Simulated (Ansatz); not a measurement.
System: MgF, charge 0, multiplicity 2. 
Geometry from a B3LYP-D3(BJ)/def2-TZVP (Ansatz, a first-principles code) optimisation:
```
Mg
F 1 1.7703
```
Charge 0, spin multiplicity 2.

Basis-set convergence of Hartree-Fock and CCSD(T) correlation energies (hartree) with Ansatz. Cores are frozen in the correlated levels unless marked. UHF or UKS for open shells. No spin-orbit coupling. No relativistic terms.

```tsv
basis	functions	E(HF)	E(corr, CCSD(T))
def2-SVP	32	-298.94481	-0.21039
def2-TZVPP	63	-299.14221	-0.28241
def2-QZVPP	120	-299.15754	-0.31028
```

Extrapolating the two largest sets (X = 3 and 4) as X^-3: E(corr) = (64·(-0.31028) - 27·(-0.28241))/37 = -0.3306 Eh, an estimate of the basis-set limit. The largest set recovers 93.8 % of it, the smallest 63.6 %.
